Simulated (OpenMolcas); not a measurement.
## Ru³⁺: effect of the basis set

```yaml
Program: OpenMolcas
Method: CASSCF
Active_space: 5 electrons in 5 orbitals (4d)
State_averaging: 2S+1 = 6 even, 1 root; 2S+1 = 4 even, 24 roots; 2S+1 = 2 even, 75 roots
Spin-orbit_coupling: RASSI with atomic mean-field integrals over the reference wave functions, term energies averaged over their components
```

A. ANO-R1 [6s4p3d1f], X2C, finite nucleus; cost about 20 core-seconds
B. ANO-RCC-VDZP [6s5p3d1f], DKH2, point nucleus; cost about 24 core-seconds
C. ANO-R2 [7s5p4d2f1g], X2C, finite nucleus; cost of the order of 40 core-seconds
D. ANO-RCC-VTZP [7s6p4d2f1g], DKH2, point nucleus; cost of the order of 40 core-seconds
E. ANO-R3 [8s6p5d3f2g1h], X2C, finite nucleus; cost roughly 40 core-seconds
F. ANO-RCC-VQZP [8s7p5d3f2g1h], DKH2, point nucleus; cost of the order of 50 core-seconds

Energies in cm-1 above 4d5 6S 5/2.

| Level | A | B | C | D | E | F |
| --- | --- | --- | --- | --- | --- | --- |
| 4d5 6S 5/2 | 0.0 | 0.0 | 0.0 | 0.0 | 0.0 | 0.0 |
| 4d5 4G 5/2 | 26996 | 27056 | 27535 | 27480 | 27496 | 27511 |
| 4d5 4G 7/2 | 27219 | 27280 | 27731 | 27677 | 27696 | 27708 |
| 4d5 4G 11/2 | 27280 | 27342 | 27785 | 27731 | 27751 | 27762 |
| 4d5 4G 9/2 | 27351 | 27412 | 27847 | 27793 | 27815 | 27825 |
| 4d5 4P 5/2 [67 %] | 30414 | 30481 | 31127 | 31064 | 31066 | 31090 |
| 4d5 4P 3/2 [72 %] | 30883 | 30951 | 31560 | 31497 | 31506 | 31526 |
| 4d5 4P 1/2 | 31503 | 31573 | 32139 | 32076 | 32090 | 32105 |
| 4d5 4D 7/2 | 33474 | 33545 | 34079 | 34016 | 34034 | 34046 |
| 4d5 4D 1/2 | 34177 | 34251 | 34719 | 34657 | 34683 | 34688 |
| 4d5 4D 5/2 [70 %] | 34628 | 34703 | 35162 | 35100 | 35125 | 35129 |
| 4d5 4D 3/2 [72 %] | 34634 | 34709 | 35153 | 35091 | 35119 | 35122 |
| 4d5 2I 11/2 | 38782 | 38868 | 39551 | 39475 | 39486 | 39505 |
| 4d5 2I 13/2 | 39271 | 39359 | 39991 | 39916 | 39936 | 39949 |
| 4d5 2D 5/2(1) [51 %] | 42513 | 42604 | 43425 | 43344 | 43332 | 43359 |
| 4d5 2D 3/2(1) [63 %] | 43671 | 43764 | 44545 | 44463 | 44465 | 44485 |
| 4d5 4F 7/2 [52 %] | 44795 | 44888 | 45680 | 45597 | 45598 | 45618 |
| 4d5 4F 9/2 | 44880 | 44972 | 45738 | 45656 | 45661 | 45679 |
| 4d5 4F 5/2 | 45521 | 45616 | 46313 | 46232 | 46247 | 46258 |
| 4d5 2F 7/2(1) [57 %] | 46080 | 46178 | 46848 | 46767 | 46784 | 46792 |
| 4d5 4F 3/2 [63 %] | 46687 | 46786 | 47407 | 47327 | 47352 | 47356 |
| 4d5 2H 9/2 [69 %] | 47481 | 47581 | 48385 | 48299 | 48298 | 48316 |
| 4d5 2H 11/2 | 48956 | 49061 | 49776 | 49690 | 49705 | 49712 |
| 4d5 2G 7/2(1) | 49451 | 49553 | 50285 | 50200 | 50213 | 50222 |

Among A to F the level of the table that moves most is 4d5 2D 5/2(1) [51 %], by 910 cm-1 (lowest in A, highest in C).

Without dynamic correlation excited terms often stand tens of per cent too high (terms of higher spin than the ground term too low), and those without a measured partner can miss by more than the paired ones. The basis is small and was not contracted for so high a charge (holds for A; B). Levels of configurations outside the active space are missing. The table leaves out levels that lie high or whose names do not pair safely across all columns.

A share in square brackets marks a mixed level and gives the weight of the term that names it, the lowest over the columns. A number in round brackets counts repeated terms of one configuration in the order of the reference energies.
